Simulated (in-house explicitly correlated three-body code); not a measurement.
Values are calculated unless marked as measured or tabulated.
# Two electrons around a charge Z: the exact Kohn-Sham energy parts

The exact non-relativistic ground state comes from a variational code in 260 exponentially correlated functions, the Kohn-Sham parts from inverting its density (past Z = 6 the correlation energy is taken as exact minus Hartree-Fock, equal to within microhartrees), and self-consistent runs (Hartree-Fock is restricted) from a B-spline radial code. Z may be fractional; the second electron is bound down to Z = 0.911.

E_c tends to a constant and T_c to −E_c as Z grows.

```csv
Z,E (Eh),E_x (Eh),E_c (mEh),T_c (mEh),−T_c/E_c,binding (eV)
1.125,-0.714778,-0.46803,-40.60,29.84,0.735,2.23
1.255,-0.942982,-0.55320,-40.49,31.39,0.775,4.231
1.52,-1.513220,-0.72230,-41.02,33.79,0.824,9.742
1.74,?,?,?,?,?,?
1.94,?,?,?,?,?,?
2.28,-3.927541,-1.20019,-42.60,37.80,0.887,36.15
2.58,-5.198407,-1.38814,-43.04,38.77,0.901,50.89
3.18,-8.279958,-1.76370,-43.68,40.20,0.920,87.72
3.54,-10.474408,-1.98892,-43.97,40.83,0.929,114.5
4.1,-14.403115,-2.33917,-44.33,41.61,0.939,163.2
```

(1) What belongs in the row Z = 1.94?

(2) What belongs in the row Z = 1.74?

(3) Where is correlation strongest relative to exchange?

Results:

(1) E (Eh): -2.704724; E_x (Eh): -0.98689; E_c (mEh): -41.99; T_c (mEh): 36.36; −T_c/E_c: 0.866; binding (eV): 22.39.

(2) E (Eh): -2.093362; E_x (Eh): -0.86114; E_c (mEh): -41.55; T_c (mEh): 35.27; −T_c/E_c: 0.849; binding (eV): 15.77.

(3) E_c/E_x falls from 0.087 at Z = 1.125 to 0.0190 at Z = 4.1, since exchange grows as Z while correlation stays near −0.045 hartree. The smaller −T_c/E_c at low Z marks the more static, in-out correlation of a loosely bound pair.
